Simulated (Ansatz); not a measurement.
Born–Oppenheimer molecular dynamics of Cl$_{2}$GaH (4 atoms, charge 0, multiplicity 1). It starts at the highest image of a converged band. Of that band: Neighbouring images differ by up to 1.4 eV, so the band resolves the path poorly. A vibrational analysis at the climbing image gives one clearly imaginary mode, 1032i cm⁻¹: a first-order saddle point.

Theory: RKS B3LYP/def2-SVP (Ansatz).

```yaml
ensemble: NVE (velocity Verlet)
time_step: 0.5 fs
steps_asked: 200
starting_velocities_drawn_for: 100 K
seed: 9848
```

First frame:

```xyz
4
Properties=species:S:1:pos:R:3
Ga -0.302 0.000 0.512
H 0.998 0.000 1.476
Cl 2.171 0.000 0.096
Cl -1.490 0.000 -1.289
```

How far do the bonds stretch over the last three quarters of this one trajectory? (Pairs bonded in most of those frames.)


| bond | mean (Å) | spread (Å) | shortest | longest |
| --- | --- | --- | --- | --- |
| Ga1–H2 | 1.655 | 0.106 | 1.45 | 1.85 |
| Ga1–Cl3 | 2.219 | 0.185 | 1.96 | 2.53 |
| Ga1–Cl4 | 2.182 | 0.054 | 2.09 | 2.26 |

Mean temperature of the second half: 4340 K. The conserved energy stayed within 0.3 meV per atom of its start (net change 0.072 meV per atom), so the integration is sound. The kinetic energy rose, since the run started high on the potential surface and went downhill. A run of 0.1 ps of so small a system gives no equilibrium averages. The orbitals stay closed-shell, which can raise the energy where a bond breaks towards radicals; this wasn't checked here.

Run time: 9.3 min on 1 thread of Arm Neoverse V1, on a shared host, peak memory 0.14 GiB.
